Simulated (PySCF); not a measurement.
Compound: CH7ClSi2.
Atom-mapped SMILES: `[CH3:1][SiH2:2][SiH2:3][Cl:4]` (hydrogens: H5, H6, H7 on C1; H8, H9 on Si2; H10, H11 on Si3)

Method used: MP2 and CCSD/aug-cc-pVDZ in PySCF, restricted Hartree–Fock reference, 16 core orbitals frozen, non-relativistic, gas phase, PBE0-D3(BJ)/def2-SVP geometry.

E(HF) = -1079.37138 Eh.

How large is the problem?

167 basis functions and 58 electrons; 16 orbitals frozen, which leaves o = 13 correlated occupied and v = 138 virtual orbitals. That is o·v = 1794 singles and o·v(o·v + 1)/2 = 1610115 distinct closed-shell doubles amplitudes before symmetry; the costliest CCSD step grows as o²v⁴ = 6.1 × 10^10.

What are the MP2 and CCSD correlation energies?

MP2 -0.5103 Eh and CCSD -0.5780 Eh, which gives totals of -1079.88168 and -1079.94942 Eh. That is 0.605 eV for each correlated electron at CCSD (1518 kJ/mol in all, 0.054 % of the total energy); MP2 gives 88.3 % of the CCSD value.

What is the T1 diagnostic?

0.0109, below the customary warning level of 0.02. It is the norm of the spatial-orbital singles amplitudes over the root of the number of correlated electrons, so the norm is 0.056.

How does correlation change the dipole moment?

HF gives 2.64 D and CCSD (unrelaxed density) 2.45 D, a change of -0.19 D.

No triples correction and no basis-set extrapolation were made.

The job also held the EOM ionisation roots. On one thread of an Intel Xeon Platinum 8488C, on a shared host, this took 3.8 min wall and 3.0 GiB of memory at its peak.

The values belong to the conformer `[CH3:1][SiH2:2][SiH2:3][Cl:4]`: C1–Si2–Si3–Cl4 -178°.
